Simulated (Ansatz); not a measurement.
System: CH$_{7}$NSi, charge 0, multiplicity 1. 
Structure (B3LYP-D3(BJ)/def2-TZVP (Ansatz, a program for electronic structure) minimum search):
SMILES: CN[SiH3]
```xyz
10

C     -1.6126     0.4066    -0.4022
N     -0.4868     0.2290     0.5037
Si     1.0678    -0.2976    -0.0086
H     -2.1571    -0.5221    -0.6138
H     -1.2533     0.8015    -1.3549
H     -2.3225     1.1326     0.0005
H     -0.7619     0.0269     1.4522
H      1.1173    -1.6794    -0.5665
H      1.5478     0.6091    -1.0798
H      1.9631    -0.2452     1.1702
```
Charge 0, spin multiplicity 1.

Property: vertical triplet-singlet gap (E(triplet) - E(singlet); each state is the SCF solution reached for its spin; for the triplet T1 is 0.048), in eV. Correlated levels leave the core frozen unless marked. Open shells are spin-unrestricted. Spin-orbit coupling is left out. Non-relativistic. CBS marks a two-point X^-3 extrapolation of the correlation energy; Hartree-Fock from the larger set. The bracket is a focal-point correction in the basis named.

```csv
level,program,vertical triplet-singlet gap (eV)
HF/aug-cc-pV(D+d)Z,Ansatz,4.71
HF/aug-cc-pV(T+d)Z,Ansatz,4.73
HF/aug-cc-pV(Q+d)Z,Ansatz,4.73
SVWN5/def2-TZVPD,Ansatz,4.96
PBE/def2-TZVPD,Ansatz,4.98
B3LYP/def2-TZVPD,Ansatz,5.25
CAM-B3LYP/def2-TZVPD,Ansatz,5.49
wB97M-V/def2-TZVPD,Ansatz,5.65
wB97X-V/def2-TZVPD,Ansatz,5.76
MP2/aug-cc-pV(T+d)Z,Ansatz,5.84
RI-MP2/aug-cc-pV(T+d)Z,Ansatz,5.84
RI-MP2/aug-cc-pV(Q+d)Z,Ansatz,5.89
"RI-MP2/CBS(aug-cc-pV(T+d)Z,aug-cc-pV(Q+d)Z)",Ansatz,5.93
SCS-MP2/aug-cc-pV(D+d)Z,Ansatz,5.73
SCS-MP2/aug-cc-pV(T+d)Z,Ansatz,5.88
CCSD/aug-cc-pV(D+d)Z,Ansatz,5.36
CCSD/aug-cc-pV(T+d)Z,Ansatz,5.45
CCSD(T)/aug-cc-pV(D+d)Z,Ansatz,5.35
CCSD(T)/aug-cc-pV(T+d)Z,Ansatz,5.45
"RI-MP2/CBS(aug-cc-pV(T+d)Z,aug-cc-pV(Q+d)Z)+[CCSD(T)-MP2]/aug-cc-pV(D+d)Z",Ansatz,5.58
"RI-MP2/CBS(aug-cc-pV(T+d)Z,aug-cc-pV(Q+d)Z)+[CCSD(T)-MP2]/aug-cc-pV(T+d)Z",Ansatz,5.54
```
